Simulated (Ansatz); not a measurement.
Reaction (formal exchange of groups at the Al–Si bond): `[BH2][Al]([CH3])[SiH2]F` + CH₄ → `[BH2][Al]([CH3])[CH3]` + `F[SiH3]`

Gas-phase electronic energies from Ansatz, PBE0-D4/def2-TZVP geometries. CCSD(T)/CBS is the MP2 limit (def2-TZVPP, def2-QZVPP) plus CCSD(T) − MP2 in def2-TZVPP, frozen cores. This one scheme is used for every species. Functionals use def2-TZVPP. B3LYP here is the variant with VWN-RPA as its local correlation; programs differ in this. Each species was taken in one conformer, which may not be the lowest.

| level | ΔE (kcal/mol) | difference from CCSD(T)/CBS |
| --- | --- | --- |
| LDA (SPW92) | 4.0 | 3.1 |
| r2SCANh-D4 | 2.2 | 1.3 |
| r2SCAN0-D4 | 1.9 | 1.0 |
| ωB97M-V | -0.1 | -1.0 |
| revPBE | 5.0 | 4.1 |
| B3LYP | 1.8 | 0.9 |
| r2SCANh | 2.1 | 1.2 |
| CAM-B3LYP | 0.6 | -0.3 |
| LC-ωPBE | 1.7 | 0.8 |
| HF/def2-SVP | 0.3 | -0.6 |
| CCSD(T)/def2-SVP | 1.3 | 0.4 |
| MP2/def2-TZVPP | -1.0 | -1.9 |
| SCS-MP2/def2-TZVPP | -0.8 | -1.7 |
| CCSD/def2-TZVPP | 0.7 | -0.2 |
| CCSD(T)/def2-TZVPP | 0.9 | 0.0 |
| MP2/CBS(def2) | -1.0 | -1.9 |
| CCSD(T)/CBS | 0.9 | 0 |

Largest T1 diagnostic among the species: 0.012.

From BLYP to BHLYP (50 % exact exchange), in def2-TZVPP and without D4, ΔE moves by −2.0 kcal/mol. Leaving LDA and LC-ωPBE aside and taking each functional with its dispersion term where it has one, the values, not all of them listed here, spread over 5.3 kcal/mol, from ωB97M-V to PBE-D4. LDA lies −0.8 kcal/mol from PBE without D4.

CCSD(T)/CBS has its own doubt, a few kJ/mol and more with outer-core shells, so smaller differences from it don't rank the levels.
